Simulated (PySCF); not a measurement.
Polarisability and C₆ of Os⁺ (osmium, charge +1)

[Xe] 4f14 5d5 6s1 6p1, high-spin 8P determinant (an excited configuration). Computed with PySCF 2.14 in aug-cc-pVTZ-PP with ECP60MDF, with a scalar-relativistic core potential. Coupled (time-dependent) response in atomic units; α is the mean over directions.

```json
{"method": "UHF", "mean α (bohr³)": "37.25", "α xx, yy, zz": "35.90, 39.97, 35.90", "C₆ (like pair)": "344.7", "S(−4)": "485.1"}
{"method": "PBE", "mean α (bohr³)": "37.91", "α xx, yy, zz": "33.89, 45.97, 33.89", "C₆ (like pair)": "347.1", "S(−4)": "559.0"}
{"method": "PBE0", "mean α (bohr³)": "37.24", "α xx, yy, zz": "33.92, 43.86, 33.92", "C₆ (like pair)": "341.0", "S(−4)": "518.1"}
```

S(−4) is the Cauchy moment in α(ω) = α(0) + S(−4) ω² + …

Spin-orbit coupling is absent.

α(iu) at PBE0:

```csv
u (hartree),α(iu) (bohr³)
0,37.24
0.0500,36.00
0.100,32.86
0.200,25.10
0.300,18.90
0.500,11.79
0.750,7.684
1.00,5.558
1.50,3.398
2.00,2.315
3.00,1.271
5.00,0.5414
```

A single London oscillator, α(iu) = α/(1 + u²/ω²), gives C₆ = (3/4) ω α². Matching the computed C₆ needs ω = 4 × 341.0 / (3 × 37.24²) = 0.328 hartree.

For an ion, C₆ is the dispersion term alone; charge-induced terms of lower order in 1/R come first.

The components differ because the open shell of this determinant is not spherical; for a pure term their mean is the scalar polarisability.

Energies and moments cover only the electrons outside the core potential. Spin-orbit coupling, absent here, splits the open shell strongly.
